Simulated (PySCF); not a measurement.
[5]radialene (C10H10), SMILES C=C1C(C(=C)C(C1=C)=C)=C.

Geometry optimised at PBE0-D3(BJ)/def2-SVP.

These are TDDFT-PBE/def2-SVP (PySCF) values and carry that method's errors.

Vertical excitations; the highest root listed may be one member of a degenerate set.  State labels are in the subgroup C2v.

```
state  symmetry  energy (eV)  λ (nm)      f                                                main pairs
-----  --------  -----------  ------  -----  --------------------------------------------------------
S1           B1         2.88     430  0.000                                HOMO→LUMO (degenerate set)
S2           A1         2.88     430  0.000                              HOMO−1→LUMO (degenerate set)
S3           B1         4.25     292  0.014  HOMO−2→LUMO, HOMO→LUMO+1, HOMO−1→LUMO+2 (degenerate set)
S4           A1         4.25     292  0.014  HOMO−3→LUMO, HOMO−1→LUMO+1, HOMO→LUMO+2 (degenerate set)
S5           A1         4.74     262  0.000  HOMO→LUMO+2, HOMO−1→LUMO+1, HOMO−1→LUMO (degenerate set)
S6           B1         4.74     262  0.000    HOMO−1→LUMO+2, HOMO→LUMO+1, HOMO→LUMO (degenerate set)
S7           B2         5.09     244  0.000                              HOMO−4→LUMO (degenerate set)
S8           A2         5.09     244  0.000                              HOMO−5→LUMO (degenerate set)
S9           A1         5.43     228  0.555  HOMO−3→LUMO, HOMO−1→LUMO+1, HOMO→LUMO+2 (degenerate set)
S10          B1         5.43     228  0.555  HOMO−2→LUMO, HOMO−1→LUMO+2, HOMO→LUMO+1 (degenerate set)
T1           B1         1.91     648      0                                HOMO→LUMO (degenerate set)
T2           A1         1.91     648      0                              HOMO−1→LUMO (degenerate set)
T3           B1         3.59     346      0  HOMO→LUMO+1, HOMO−1→LUMO+2, HOMO−2→LUMO (degenerate set)
T4           A1         3.59     346      0  HOMO→LUMO+2, HOMO−1→LUMO+1, HOMO−3→LUMO (degenerate set)
```
Triplets are in the Tamm–Dancoff approximation, which puts them higher than full response would, so one can lie above its singlet here.
